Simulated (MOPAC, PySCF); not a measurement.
[Sc(Cl)2(NH2)], neutral singlet in the gas phase. 

Z-matrix (Å, degrees):
```
Sc
N 1 1.9399
H 2 1.0293 1 126.79
H 2 1.0297 3 107.97 1 179.60
Cl 1 2.3007 2 115.72 3 179.47
Cl 1 2.3018 2 116.91 3 0.00
```
Charge 0, spin multiplicity 1.

All levels are single points at this geometry (BP86-D3(BJ)/def2-SVP); Pople sets use spherical d functions. Orbital energies aren't observables, and empty levels follow the basis.

| level | HOMO (eV) | LUMO (eV) | gap (eV) | dipole (D) | vertical IE, Delta-SCF (eV) |
|---|---|---|---|---|---|
| TPSSh-D3(BJ)/def2-TZVP in PySCF | -7.29 | -2.79 | 4.51 | 2.90 | – |
| B3LYP/6-311+G** (LANL2DZ on Sc) in PySCF | -8.08 | -3.21 | 4.86 | 3.24 | – |
| PBE/6-31G* (LANL2DZ on Sc) in PySCF | -6.79 | -3.59 | 3.21 | 3.56 | – |
| HF/6-31G* (LANL2DZ on Sc) in PySCF | -11.55 | 0.07 | 11.62 | 3.53 | 9.07 |
| HF/STO-3G in PySCF | -9.37 | 3.61 | 12.98 | 2.64 | – |
| PM7 in MOPAC | -11.37 | -1.69 | 9.68 | 3.23 | – |
